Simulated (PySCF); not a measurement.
Compound: C₇H₇FO.
Structure used (PBE0-D3(BJ)/def2-SVP), in Å, numbered top down from 1:
```
atom  x, y, z in Å
O1    -2.7210   -0.6933    0.6267
C2    -2.0538   -0.0623   -0.4290
C3    -0.5571    0.0077   -0.2437
C4     0.1065   -0.9835    0.4862
C5     1.4892   -0.9502    0.6487
C6     2.2089    0.0867    0.0676
F7     3.5323    0.1285    0.2197
C8     1.5788    1.0873   -0.6627
C9     0.1949    1.0418   -0.8093
H10   -2.5286   -0.2001    1.4321
H11   -2.2855   -0.6559   -1.3299
H12   -2.4441    0.9568   -0.6235
H13   -0.4808   -1.7875    0.9356
H14    2.0187   -1.7166    1.2179
H15    2.1774    1.8902   -1.0968
H16   -0.3094    1.8318   -1.3734
```

Level: PBE0/pcSseg-1 in PySCF, non-relativistic, on one gas-phase PBE0-D3(BJ)/def2-SVP geometry that isn't relaxed in the solvent. The solvent is an IEF-PCM continuum (Bondi radii, 1.10 Å for H, scaled by 1.2). Only the electrostatic response of the medium enters.

| run | E − E(gas) (kcal/mol) | HOMO (eV) | HOMO–LUMO gap (eV) | dipole (D) |
| --- | --- | --- | --- | --- |
| gas | 0.00 | -7.07 | 6.45 | 1.36 |
| P | -4.43 | -7.01 | 6.47 | 1.69 |
| Q | -6.31 | -7.00 | 6.48 | 1.85 |
| R | -2.44 | -7.02 | 6.46 | 1.53 |

Question: The runs were made in chloroform, cyclohexane and water. Which run belongs to which solvent?

Answer: P = chloroform, Q = water, R = cyclohexane. The dielectric constants are 2.017 (cyclohexane), 4.711 (chloroform), 78.36 (water), and the energy falls further as ε rises. In this model the ground state sees the solvent through ε alone.

Question: How constant is the ratio of the lowering to (ε − 1)/(2ε + 1)?

Answer: 
```tsv
solvent	(ε − 1)/(2ε + 1)	E − E(gas) (kcal/mol)	ratio (kcal/mol)	polarisation term (kcal/mol)
cyclohexane	0.202	-2.44	-12.1	-2.54
chloroform	0.356	-4.43	-12.4	-4.78
water	0.490	-6.31	-12.9	-7.03
```

The ratio changes by +6.6 % in size from cyclohexane to water. The polarisation term is half the interaction of the solute with the induced surface charges.

Cost: about 80 s of CPU time on one thread; the machine was shared, so the figure is rough. This is the whole shielding run at PBE0/pcSseg-1 in water, SCF included.
